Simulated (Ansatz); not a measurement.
Basis-set extrapolation for CH10AlNSi2, SMILES `C[SiH]([AlH2])N[SiH3]` (PBE0-D4/def2-TZVP geometry, frozen core, the Gaussian-basis code of Ansatz). Multiplicity 1, RHF reference.

```
                      def2-TZVPP   def2-QZVPP
                 HF  -918.033129  -918.063418
    MP2 correlation    -0.727763    -0.778679
CCSD(T) correlation    -0.828913      not run
```

Energies in hartree. Use E(X) = E(∞) + A·exp(−7.88·√X) for Hartree–Fock and E(X) = E(∞) + B·X^(−2.97) for correlation, with X = 3 and 4, and add CCSD(T) minus MP2 of the smaller set to the MP2 limit.

Problem. What is the CCSD(T) energy at the basis-set limit?

Solution. HF limit: -918.063418 + (-0.030289) × 0.13774 = -918.06759. MP2 limit: -0.778679 + (-0.050916) × 0.74074 = -0.81639. Higher-order term: -0.828913 − (-0.727763) = -0.10115. Total: -918.98513 hartree, 3.35 eV below CCSD(T)/def2-TZVPP.
